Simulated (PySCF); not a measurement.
Species: `CC(C)n1nncc1[SiH3]`. The columns A, B, C and D hold Mulliken, IAO, Hirshfeld and ESP-fitted charges (e) of one PBE0/pcSseg-1 density (PySCF), in a shuffled order. Coordinates in Å (GFN2-xTB); the density's dipole moment is (-0.03, 4.02, -1.13) D.

| atom | x | y | z | A | B | C | D |
| --- | --- | --- | --- | --- | --- | --- | --- |
| C1 | -1.884 | -0.155 | -1.040 | -0.425 | -0.120 | -0.197 | -0.293 |
| C2 | -0.962 | 0.361 | 0.061 | +0.008 | +0.039 | -0.139 | -0.071 |
| C3 | -1.716 | 0.564 | 1.373 | -0.425 | -0.120 | -0.196 | -0.310 |
| N4 | 0.105 | -0.589 | 0.272 | +0.047 | +0.050 | -0.432 | +0.788 |
| N5 | -0.164 | -1.832 | 0.642 | -0.124 | -0.060 | -0.024 | -0.273 |
| N6 | 0.938 | -2.476 | 0.770 | -0.191 | -0.147 | -0.239 | -0.392 |
| C7 | 1.954 | -1.651 | 0.482 | -0.108 | -0.045 | +0.017 | +0.240 |
| C8 | 1.444 | -0.404 | 0.151 | -0.272 | -0.083 | -0.069 | -0.574 |
| Si9 | 2.303 | 1.176 | -0.351 | +0.600 | +0.318 | +0.517 | +0.355 |
| H10 | -2.289 | -1.121 | -0.749 | +0.162 | +0.044 | +0.138 | +0.080 |
| H11 | -2.702 | 0.541 | -1.202 | +0.145 | +0.048 | +0.115 | +0.117 |
| H12 | -1.336 | -0.274 | -1.972 | +0.148 | +0.043 | +0.122 | +0.068 |
| H13 | -0.498 | 1.304 | -0.251 | +0.140 | +0.047 | +0.141 | +0.095 |
| H14 | -2.529 | 1.271 | 1.233 | +0.145 | +0.048 | +0.115 | +0.119 |
| H15 | -1.048 | 0.945 | 2.142 | +0.148 | +0.043 | +0.122 | +0.074 |
| H16 | -2.124 | -0.387 | 1.706 | +0.161 | +0.044 | +0.137 | +0.086 |
| H17 | 2.973 | -1.974 | 0.522 | +0.168 | +0.060 | +0.090 | +0.096 |
| H18 | 1.946 | 2.233 | 0.601 | -0.116 | -0.073 | -0.073 | -0.082 |
| H19 | 3.739 | 0.923 | -0.341 | -0.099 | -0.062 | -0.073 | -0.041 |
| H20 | 1.845 | 1.556 | -1.691 | -0.116 | -0.073 | -0.072 | -0.082 |

Which column most likely holds the ESP-fitted charges?

D. Σ q r misses the density's dipole by 0.02 D (D), 0.54 D (A), 1.53 D (B), 1.55 D (C). Charges fitted to the outside potential are the only set here that is tied to the molecule's multipoles.

And the Hirshfeld charges?

B. The mean sizes are 0.078 e (B), 0.151 e (C), 0.187 e (A), 0.212 e (D), and Hirshfeld charges are commonly the smallest of these schemes.

As computed, A = IAO, B = Hirshfeld, C = Mulliken, D = ESP-fitted. Hydrogens on carbon: IAO +0.14 to +0.17, Hirshfeld +0.04 to +0.06, Mulliken +0.09 to +0.14, ESP-fitted +0.07 to +0.12 e.

The ESP scheme fits charges at the nuclei, held to the total charge, to the electrostatic potential on points at 1.4 to 2.0 times the van der Waals radii. The Hirshfeld scheme weights the molecular density at each point by an atom's share of the summed free-atom densities.

Isolated species at its GFN2-xTB geometry (one conformer only).

The run behind these numbers computed NMR shieldings as well. Time: 90 s (with the writing of density and orbital grids); peak memory 1.0 GiB. Hardware: one thread of an Arm Neoverse N1, shared host with 64 logical CPUs at a one-minute load of 57.

Conformer computed: `[CH3:1][CH:2]([CH3:3])[n:4]1[n:5][n:6][cH:7][c:8]1[SiH3:9]`: C1–C2–N4–N5 -60°.
